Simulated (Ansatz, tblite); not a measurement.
Forces on GeFCl3 (GeCl3F) at its PBE0-D4/def2-SVP geometry. The state is a singlet with charge 0.

The xTB rows come from tblite.

GFN2-xTB (tblite), largest force 1.06 eV/Å:

```xyz
5
positions Å, forces eV/Å
Ge   -0.003    0.043    0.020    0.055   -0.962   -0.442
F    -0.092    1.601    0.736   -0.034    0.592    0.272
Cl   -1.710   -0.211   -1.203    0.042    0.114    0.084
Cl    0.033   -1.389    1.577   -0.007    0.147    0.005
Cl    1.771   -0.045   -1.129   -0.056    0.109    0.081
```

PBE-D4/def2-TZVP (Ansatz), largest force 0.58 eV/Å:

```
Ge 0.020 -0.343 -0.157
F -0.030 0.523 0.241
Cl -0.221 -0.017 -0.150
Cl 0.003 -0.169 0.208
Cl 0.228 0.005 -0.141
```

PBE0-D4/def2-TZVP (Ansatz), largest force 0.21 eV/Å:

```
Ge 0.001 -0.017 -0.008
F 0.011 -0.187 -0.086
Cl 0.143 0.039 0.112
Cl -0.004 0.139 -0.123
Cl -0.150 0.025 0.105
```
